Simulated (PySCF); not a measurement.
YOBr, SMILES [O]=[Y][Br].

Geometry optimised at PBE-D3(BJ)/def2-TZVP. The def2 effective core potentials stand for the cores of Y; spin–orbit coupling is left out.

Computed with PBE/def2-TZVPD in PySCF.

The molecule is in vacuum.

```json
{
  "total_energy": "-2687.39171 hartree",
  "point_group": "Cs",
  "highest_occupied_level": "-5.78 eV",
  "lowest_empty_level": "-3.22 eV",
  "orbital_gap": "2.55 eV",
  "dipole_moment": "7.19 D",
  "quadrupole, principal values (traceless, Buckingham form, about the centre of nuclear charge)": "-25.26, 9.63, 15.64 D·Å",
  "mean_static_polarisability": "66.3 bohr³ (9.83 Å³)",
  "polarisability_principal_values": "49.0, 59.6, 90.4 bohr³"
}
```
